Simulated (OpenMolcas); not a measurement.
Computed levels of 4d4 in ions with 40 electrons, in cm-1 above 5D0.

```json
{
  "Program": "OpenMolcas 26.06",
  "Method": "CASSCF",
  "Basis": "ANO-R3",
  "Scalar Hamiltonian": "X2C, finite nucleus",
  "Spin-orbit coupling": "RASSI with atomic mean-field integrals over the reference wave functions, term energies averaged over their components"
}
```

Active space for each ion: 4 electrons in 5 orbitals (4d).

```
 Level   Tc3+   Ru4+   Rh5+   Ag7+
   5D1    318    446    612   1095
   5D2    888   1224   1641   2783
   5D3   1642   2225   2928   4763
   5D4   2531   3381   4382   6897
   3H4  18169  20366  22436  26367
3P0(1)  18368  20296  22048  25259
   3H5  18895  21397  23854  28838
   3H6  19564  22291  25006  30594
3P1(1)  20116  22658  25129  30099
```

**Question.** Estimate 5D4, 3H4, 3P0(1) for Pd6+ from its neighbours Rh5+ and Ag7+.

**Answer.** 5D4 is fine structure, which grows about as the fourth power of a screened charge, so the fourth roots are averaged: ((4382^0.25 + 6897^0.25) / 2)^4 = 5533. The calculation gives 5509, so the estimate is off by +0.4 %.
3H4 is another term, which grows about linearly with the charge: (22436 + 26367) / 2 = 24402. The calculation gives 24462, so the estimate is off by -0.2 %.
3P0(1) is another term, which grows about linearly with the charge: (22048 + 25259) / 2 = 23654. The calculation gives 23745, so the estimate is off by -0.4 %.

Without dynamic correlation excited terms often stand tens of per cent too high (terms of higher spin than the ground term too low), and those without a measured partner can miss by more than the paired ones. Only configurations of the active space appear.

A number in round brackets counts repeated terms of one configuration in the order of the reference energies.
